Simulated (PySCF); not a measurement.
## Interval between two levels of O²⁺ by level of theory

O²⁺ [He] 2s2 2p2 [3P2, M_J = 2] → O²⁺ [He] 2s1 2p2 3s1 [5P3, M_J = 3], as a difference of total energies. Calculation: PySCF 2.14, in x2c-SVPall-2c with one added diffuse shell of s type (4s2p1d, 15 functions); the two-component X2C-1e Hamiltonian. Correlated levels: 1s2 frozen. "Screened" scales the spin-orbit matrix elements by Boettger's factors to mimic the two-electron term; Breit and QED terms are absent.

```tsv
method	interval between two levels (cm⁻¹)
GHF (spin-free)	317710
GMP2 (spin-free)	327710
GHF (screened spin-orbit)	317720
GMP2 (screened spin-orbit)	327720
```

The labels give the starting determinants; with spin-orbit coupling the two ends relaxed to ⟨J²⟩ = 6.00, ⟨L²⟩ = 2.00, ⟨S²⟩ = 2.00 and ⟨J²⟩ = 12.00, ⟨L²⟩ = 2.00, ⟨S²⟩ = 6.00.
